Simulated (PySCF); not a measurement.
C2H7FOSi, SMILES C[Si@H](F)CO.

Geometry: PBE0-D3(BJ)/def2-SVP. The structure was generated by enumeration; whether it is a known compound was not checked. Other conformers were not sampled.

Calculation: TDA-B3LYP/def2-SVPD (PySCF).

Vertical excitations. Gas-phase values at a fixed geometry.

```csv
state,energy (eV),λ (nm),f,main pairs
S1,6.72,184,0.001,HOMO→LUMO 98 %
S2,7.23,171,0.008,HOMO−1→LUMO 97 %
S3,7.52,165,0.013,HOMO→LUMO+1 94 %
S4,7.73,160,0.016,HOMO−1→LUMO+1 92 %
S5,7.81,159,0.001,"HOMO→LUMO+2 80 %, HOMO−1→LUMO+2 14 %"
S6,7.95,156,0.011,HOMO−1→LUMO+2 81 %
S7,8.20,151,0.050,HOMO−2→LUMO 90 %
S8,8.36,148,0.054,HOMO−2→LUMO+1 97 %
S9,8.48,146,0.017,HOMO−2→LUMO+2 91 %
S10,8.58,145,0.016,HOMO→LUMO+3 93 %
T1,6.39,194,0,HOMO→LUMO 96 %
T2,6.92,179,0,HOMO−1→LUMO 94 %
T3,7.36,168,0,HOMO→LUMO+1 85 %
T4,7.53,165,0,"HOMO−1→LUMO+2 47 %, HOMO−1→LUMO+1 42 %"
```
Triplets are in the Tamm–Dancoff approximation.
